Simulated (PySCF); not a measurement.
C2H5FN2Si, SMILES F[C@H]1N=C[Si@H]1N. Heavy atoms are numbered as in [NH2:1][Si@@H:2]1[CH:3]=[N:4][C@@H:5]1[F:6]. Hydrogens are named by the atom that carries them.

Geometry: B3LYP-D3(BJ)/def2-SVP. The structure was generated by enumeration; whether it is a known compound was not checked. The values are those of a single conformer.

The numbers are results of PySCF with ωB97X/def2-TZVP, not measurements.

ESP charges are fitted to the potential on shells at 1.4 to 2.0 van der Waals radii. Atomic charges (e), one atom of each kind:

| atom | ESP fit | Löwdin | Mulliken | IAO |
|---|---|---|---|---|
| N1 (NH2) | -1.03 | -0.25 | -0.65 | -0.85 |
| Si2 (SiH) | 0.37 | 0.24 | 0.47 | 1.01 |
| C3 (CH) | 0.20 | -0.28 | -0.15 | -0.26 |
| N4 | -0.48 | 0.10 | -0.19 | -0.27 |
| C5 (CH) | 0.27 | -0.44 | 0.06 | -0.01 |
| F6 | -0.22 | 0.09 | -0.23 | -0.33 |
| H on N1 | 0.44 | 0.16 | 0.26 | 0.28 |
| H on Si2 | -0.07 | -0.03 | -0.04 | -0.14 |
| H on C3 | 0.05 | 0.11 | 0.13 | 0.15 |
| H on C5 | 0.05 | 0.12 | 0.10 | 0.14 |

Computed Mayer and Wiberg (Löwdin basis) orders of the bonds:
```csv
bond,Mayer,Wiberg
N1–Si2,1.17,1.58
Si2–C3,0.89,1.05
C3–N4,1.86,2.23
Si2–C5,0.92,0.98
N4–C5,0.97,1.28
C5–F6,1.01,1.66
```
